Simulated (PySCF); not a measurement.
Telling isomers of C2H7BO2 apart by NMR

Single conformer, non-relativistic Hamiltonian, isolated molecule, averaged over atoms made equivalent by symmetry, fast rotation or ring inversion. Structure optimised with PBE0-D3(BJ)/def2-SVP; GIAO PBE0/pcSseg-1 shieldings; B3LYP/pcJ-1 coupling constants (spin–dipole term left out of most H,H and C,H couplings); PySCF 2.14.0 with density-fitted response routines.

Scale: 1H (σref 31.27) and 13C (σref 184.41) vs TMS (reference shieldings calculated alike). Multiplet labels drop J under 1 Hz and among equivalent protons, and merge close values. Unscaled 3J(H,H) run several per cent high. Couplings to H on boron are left out. Carbons bonded to boron are broad in practice. Shifts are as computed. Against solution values, carbons near 30 ppm lie about +2 ppm off and those near 130 ppm about +5 ppm (rms about the fit 1.9 ppm; single classes can miss by 10 ppm). Of 1328 compounds with measured shifts, 309 miss one by over three times the rms of a fit or turn the order of signals round; such compounds aren't used in these exercises. Signals without a measured value on file couldn't be tested in this way; 1H shifts scatter by 0.2 ppm about their fit, and single ones miss by 0.5 ppm. OH and NH positions are gas-phase values without hydrogen bonding to other molecules.

(1) Tabulate the signals of `COBOC`, `CCB(O)O` and their relative energies.

(2) What is the quickest way to tell COBOC from CCB(O)O?

Results:

(1) 
```tsv
SMILES	carbon types	δC	δH	E rel. (kcal/mol)
COBOC	2×CH3	56.1	4.11 (br, 1H), 3.70 (s, 6H)	33.5
CCB(O)O	1×CH2 1×CH3	10.1, 9.8	3.57 (br s, 2H), 1.03 (t, 3H), 0.48 (q, 2H)	0.0
```

Energies are electronic energies at PBE0/pcSseg-1 on these geometries, without zero-point or thermal terms, each for the one conformer computed, which needn't be the lowest.

(2) Count the carbon signals: 1 against 2. The first has a methyl carbon bonded to O (CH3) at 56.1 ppm, the second an sp3 CH2 bonded to B at 9.8 ppm. Their most deshielded carbons lie at 56.1 and 10.1 ppm. In the proton spectra the most deshielded non-exchanging signals are 4.11 (br, 1H) and 1.03 (t, J = 8.9 Hz, 3H).
